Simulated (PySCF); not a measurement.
WO3, SMILES [O]=[W](=[O])=[O], multiplicity 1.

The structure is a stationary point at B3LYP-D3(BJ)/def2-TZVP. The spin state was assumed, not searched. The isomer is the one that the SMILES or the coordinates give; other isomers of the formula were not compared. The def2 effective core potentials stand for the cores of W; spin–orbit coupling is left out.

The numbers are results of PySCF with CAM-B3LYP/def2-TZVPD, not measurements.

Isolated molecule, no solvent.

| Item | Value |
|---|---|
| total energy | -292.81680 hartree |
| point group | C3v |
| highest occupied level | -10.39 eV |
| lowest empty level | -4.18 eV |
| orbital gap | 6.21 eV |
| dipole moment | 5.84 D |
| quadrupole, principal values (traceless, Buckingham form, about the centre of nuclear charge) | -5.69, -5.69, 11.39 D·Å |
| mean static polarisability | 45.1 bohr³ (6.69 Å³) |
| polarisability, principal values | 31.2, 52.1, 52.1 bohr³ |
